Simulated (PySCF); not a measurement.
Shapes and spin states of PdCl2

Method: PySCF, PBE, basis Pd def2-TZVP with ECP28, Cl def2-TZVP (scalar-relativistic core potentials, no spin–orbit coupling, density fitting).

Relaxations began from a few typed shapes and spin states; open shells are unrestricted. The search is not exhaustive: other isomers or separated fragments can lie lower, and high-lying points may rest on an excited occupation.

Problem. Order these stationary points by electronic energy, lowest first, in kJ/mol from the lowest minimum.
A. triplet D∞h: Pd–Cl 2.190 Å (×2); Cl–Pd–Cl 180.0°
B. singlet C2v: Pd–Cl 2.179 Å (×2); Cl–Pd–Cl 101.6°

Solution. A (0.0), B (20.3).

Problem. Which of them are minima?

Solution. By energy in kJ/mol, 0.0: minimum; 20.3: minimum.

For the lowest minimum: open d and f shells are described by one determinant, and the ground state may have another occupation or spin.
